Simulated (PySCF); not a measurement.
**Selenium: a sound run and one with changed settings**

Sound run: Se⁺ [Ar] 3d10 4s2 4p3, Se²⁺ [Ar] 3d10 4s2 4p2. All numbers are calculated (PySCF 2.14, no relativity, point nucleus, in def2-SVP (5s4p3d, 32 functions)). The sound run starts from symmetry-adapted Hartree-Fock orbitals and uses a fine grid where one is needed.

A second run was set up differently.

```tsv
species	method	sound run (hartree)	changed run (hartree)	converged
Se⁺	UHF	-2399.21494	-2399.21494	yes
Se⁺	TPSS	-2400.77245	-2400.76468	yes
Se⁺	MN15	-2401.14860	-2401.14045	yes
Se²⁺	UHF	-2398.44768	-2398.44768	yes
Se²⁺	TPSS	-2399.98613	-2399.97826	yes
Se²⁺	MN15	-2400.35979	-2400.35123	yes
```

Ionisation energy of Se⁺:

```
method  sound run (eV)  changed run (eV)
   UHF          20.878            20.878
  TPSS          21.397            21.400
  MN15          21.465            21.476
```

(1) What was changed?
A. minimal basis
B. radial grid too coarse
C. level shift left on
D. basis contracted for another Hamiltonian

Results:

(1) B. It used radial step 0.3 in ln r (0.13 in the sound run). A coarse radial grid mis-integrates the density and the exchange-correlation energy, with errors of either sign; Hartree-Fock needs no grid.
